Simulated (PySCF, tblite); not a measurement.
Isomers of C3H4O4Si, one GFN2-xTB conformer each. Single-point energies are computed at PBE0/pcSseg-1 (PySCF, gas phase, no added dispersion term), electronic only.

Task: Rank them by PBE0/pcSseg-1 energy, lowest first (kcal/mol).
A. `[O:1]=[CH:2][Si@@H:3]1[O:4][CH2:5][C:6](=[O:7])[O:8]1` with O1–C2–Si3–O4 -125°
B. `C[SiH]1OC(=O)C(=O)O1`

Result: B (0.0), A (31.9).

GFN2-xTB itself gives, in the same order: 0.0, 23.7. Both levels put the same isomer lowest.

Task: Which frontier levels, dipoles and rotational constants go with these structures?

Result: 
```csv
SMILES,"HOMO (eV, PBE0/pcSseg-1)",LUMO (eV),dipole (D),"A, B, C (MHz)"
C[SiH]1OC(=O)C(=O)O1,-8.33,-2.03,6.19,"3179, 1490, 1136"
O=C[Si@@H]1OCC(=O)O1,-7.69,-2.44,2.13,"4508, 1085, 956.0"
```

Task: What happens when harmonic zero-point energies from GFN2-xTB frequencies are added?

Result: 
```json
{"SMILES": "C[SiH]1OC(=O)C(=O)O1", "ZPE (kcal/mol)": "45.2", "electronic (kcal/mol)": "0.0", "with ZPE (kcal/mol)": "0.0"}
{"SMILES": "O=C[Si@@H]1OCC(=O)O1", "ZPE (kcal/mol)": "44.8", "electronic (kcal/mol)": "31.9", "with ZPE (kcal/mol)": "31.5"}
```

The zero-point energies span 0.4 kcal/mol. The order is unchanged.
